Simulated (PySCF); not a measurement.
# Gas-phase XPS of `CC#C[SiH2]C`, computed

Compound: C4H8Si.
Atom-mapped SMILES: `[CH3:1][C:2]#[C:3][SiH2:4][CH3:5]`

Method: delta-SCF UKS SCAN, pcX-2 on the ionised atom, pcseg-1 elsewhere, spin-free X2C (PySCF 2.14.0). Vertical ΔSCF values, vacuum level as zero.

Problem. Give the core binding energies atom by atom.

Solution. 
```tsv
atom(s)	bonded to	level	binding energy (eV)	2p1/2 (eV)	above the level's lowest (eV)	count
C1	C and 3 H	C 1s	291.55	–	+2.20	1
C2	C (triple bond) and C	C 1s	290.12	–	+0.77	1
C3	C (triple bond) and Si	C 1s	289.35	–	0.00	1
Si4	2 C and 2 H	Si 2p3/2	106.59	107.21	0.00	1
Si4	2 C and 2 H	Si 1s	1846.44	–	0.00	1
C5	3 H and Si	C 1s	289.98	–	+0.63	1
```

The listed C 1s values span 2.20 eV, from C3 (bonded to C (triple bond) and Si) to C1 (bonded to C and 3 H). Summing the Pauling electronegativity differences to the bonded atoms, each weighted by its formal bond order, gives -0.65 for the lowest site and -1.05 for the highest; the largest sum, 0.00, belongs to C2, 1.43 eV below the top. The smallest sum, -1.70, belongs to C5, 0.63 eV above the lowest.

Problem. Which effective nuclear charge Zeff reproduces each element's mean 1s value in the hydrogen-like formula E = 13.606 eV × Zeff²?

Solution. C (Z = 6): mean 290.3 eV, Zeff = 4.62, Z − Zeff = 1.38; Si (Z = 14): mean 1846.4 eV, Zeff = 11.65, Z − Zeff = 2.35. Means run over the listed sites, weighted by atom count.

Problem. Which photon energy gives electrons from Si 2p3/2 of Si4 a kinetic energy of 50 eV, and what is their de Broglie wavelength?

Solution. hν = 106.59 + 50 = 156.59 eV, recoil neglected; λ = 12.264 Å/√(E/eV) = 1.73 Å.

Spin contamination (⟨S²⟩ against 0.75 for a pure doublet) is marked for C 1s of C2 (0.85), which makes this value less certain. 2p3/2 and 2p1/2 are the ΔSCF energy of one spin-free 2p hole plus the eigenvalues of a spin–orbit and ligand-field matrix of the shell. 2p1/2 minus 2p3/2 (ligand field included): Si 0.62 eV. Isolated species at its GFN2-xTB geometry, gas phase.

The run took 32 s on an Arm Neoverse V2 with one thread (shared host), and the process peaked at 0.55 GiB of memory.
